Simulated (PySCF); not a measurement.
## How methods differ on the excitation energy of C⁺

C⁺ [He] 2s2 2p1 (2P) → C⁺ [He] 2s2 3s1 (2S), as a difference of total energies. All numbers are calculated (PySCF 2.14, the non-relativistic Hamiltonian (point nucleus), in aug-cc-pVQZ (6s5p4d3f2g, 80 functions)). Correlated levels: valence: 1s2 frozen. The calculations carry no spin-orbit coupling.

```csv
method,excitation energy (eV)
UHF,14.364
LDA,14.518
PBE,14.577
PBE0,14.620
r2SCAN,14.972
HSE06,14.646
wB97M-V,14.286
B2PLYP,14.574
wB97X,14.754
MP2 (valence),14.350
SCS-MP2 (valence),14.335
```

Errors of the correlated levels include the incompleteness of this basis and the frozen core.

For comparison: 14.444 eV (measured; NIST levels, between the centres of gravity of the two terms).
